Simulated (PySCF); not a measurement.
Several compounds and their computed core spectra got separated.

The calculation used PySCF 2.14.0, delta-SCF UKS SCAN, pcX-2 on the ionised atom, pcseg-1 elsewhere, spin-free X2C. Geometries: PBE0-D3(BJ)/def2-SVP; isolated species, one conformer each.

Line lists (1s up to Mg, 2p3/2 beyond, nothing for Al or Se; areas count atoms within a level, one atom standing for each set equivalent by bonding):
1. C 1s: 295.23 (area 1), 295.26 (area 1), 296.09 (area 1), 296.20 (area 1), 296.32 (area 1), 298.88 (area 1) eV; N 1s: 411.58 eV
2. C 1s: 291.85 (area 1), 295.83 (area 1) eV; F 1s: 693.28 eV
3. C 1s: 289.63 (area 1), 290.56 (area 1), 290.62 (area 1) eV

Structures:
A. `[NH+]#CC1=CC=CC1`
B. `CC[CH2][AlH2]`
C. `FC(F)C[SeH]`

Which list belongs to which compound?

- 1 = A: no other candidate has this set of levels. C 1s: 295.23 alkene CH carbon, 295.26 alkene CH carbon, 296.09 alkene CH carbon, 296.20 allylic carbon, 296.32 fully substituted alkene carbon, 298.88 triply bonded carbon; N 1s: 411.58 nitrogen bonded to C and H.
- 2 = C: no other candidate has this set of levels. C 1s: 291.85 sp3 carbon bound to selenium, 295.83 CHF2 carbon; F 1s: 693.28 fluorine of a CF2 group (×2).
- 3 = B: no other candidate has this set of levels. C 1s: 289.63 chain CH2 carbon, 290.56 chain CH2 carbon, 290.62 methyl carbon.

3 of these hole states are spin-contaminated (⟨S²⟩ up to 0.96, against 0.75; counted from 0.85) and less certain.
